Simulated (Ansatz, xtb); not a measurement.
**Relative energy of two isomers of C3H9FSn**

Structure X: `C[CH2][Sn@H]([CH3])[F]`, a singlet. Structure Y: `[CH3][Sn]([CH3])([CH3])[F]`, a singlet. Both are isolated molecules in the gas phase, relaxed with PBE0-D3(BJ)/def2-SVP; the shapes shown needn't be the lowest conformers.

X (Å):

```xyz
14

C    -0.6848    2.1055   -1.8687
C    -1.2182    1.3197   -0.6778
C     1.8939   -0.3643   -0.0229
F    -0.2631   -1.3233   -2.2450
Sn   -0.1954   -0.5584   -0.4451
H    -1.2368    3.0489   -2.0109
H     0.3782    2.3671   -1.7428
H    -0.7689    1.5252   -2.8002
H    -1.1115    1.8823    0.2643
H    -2.2897    1.0920   -0.7921
H    -0.9997   -1.7138    0.5409
H     2.3897   -1.3383   -0.1348
H     2.3449    0.3505   -0.7253
H     2.0429   -0.0014    1.0044
```

Y (Å):

```xyz
14

C    -1.6841    1.6621   -1.3907
C     0.4341    0.3147    1.1729
C     1.5088    0.2689   -2.2503
F    -0.9735   -1.4934   -1.1254
Sn   -0.1429    0.2637   -0.8882
H    -2.5464    1.5218   -0.7242
H    -2.0049    1.5060   -2.4301
H    -1.3132    2.6920   -1.2826
H     0.9173    1.2742    1.4089
H     1.1397   -0.5011    1.3829
H    -0.4524    0.1954    1.8112
H     2.2016   -0.5464   -1.9993
H     1.1453    0.1272   -3.2776
H     2.0476    1.2260   -2.1911
```

Quicker runs give these differences E(Y) − E(X): GFN2-xTB +0.278 eV; HF/STO-3G −0.532 eV (at GFN2-xTB geometries); r2SCAN-D4/def2-SVP −0.341 eV (at GFN2-xTB geometries).

Estimate which is lower in electronic energy at CCSD(T)/def2-SVP + ΔMP2/def2-TZVPP, and by roughly how much.

The CCSD(T)/def2-SVP + ΔMP2/def2-TZVPP calculation puts structure Y lower, by 0.480 eV.

How the difference moves with the method:

```csv
level,geometry,E(Y) − E(X) (eV),departure from the last row (eV),"job, with rough time for the two"
GFN2-xTB,GFN2-xTB,+0.278,+0.758,"optimisation, 0.66 s"
HF/STO-3G,GFN2-xTB,−0.532,−0.052,"single point, 3.8 s"
r2SCAN-D4/def2-SVP,GFN2-xTB,−0.341,+0.139,"single point, 9.9 s"
PBE0-D3(BJ)/def2-SVP,PBE0-D3(BJ)/def2-SVP,−0.339,+0.141,"optimisation, 3.5 min"
HF/def2-SVP,PBE0-D3(BJ)/def2-SVP,−0.337,+0.143,part of the CCSD(T) run
MP2/def2-SVP,PBE0-D3(BJ)/def2-SVP,−0.358,+0.122,part of the CCSD(T) run
CCSD(T)/def2-SVP,PBE0-D3(BJ)/def2-SVP,−0.318,+0.162,single point
CCSD(T)/def2-SVP + ΔMP2/def2-TZVPP,PBE0-D3(BJ)/def2-SVP,−0.480,,"single point, 2.6 min"
```

As drawn, Y has 1 C–Sn, 1 C–H in place of 1 C–C, 1 Sn–H.

GFN2-xTB puts the two in the other order. The largest departure from CCSD(T)/def2-SVP + ΔMP2/def2-TZVPP is that of GFN2-xTB, 0.758 eV. The last row adds to CCSD(T) the change of the MP2 difference between the two basis sets, here −0.162 eV, a large step that makes the value less sure.

With harmonic frequencies from PBE0-D3(BJ)/def2-SVP (ideal gas, rigid rotor, one conformer each, 298.15 K, 1 atm): on the last row, ΔE + ΔZPE = −0.483 eV. A mode under 50 cm⁻¹ makes harmonic enthalpies and free energies unreliable, so none is given.

The correlated steps freeze 8 core orbitals; the filled d shell of Sn is correlated, in a basis made for valence electrons. Atoms past krypton carry core potentials in the def2 sets, other sets are all-electron and non-relativistic, and no spin–orbit term is included. Programs: Ansatz 0.2.0, xtb 6.7.1; the last row on 2 threads of Intel(R) Xeon(R) Processor @ 2.50GHz (Skylake/Cascade Lake) on a shared host.
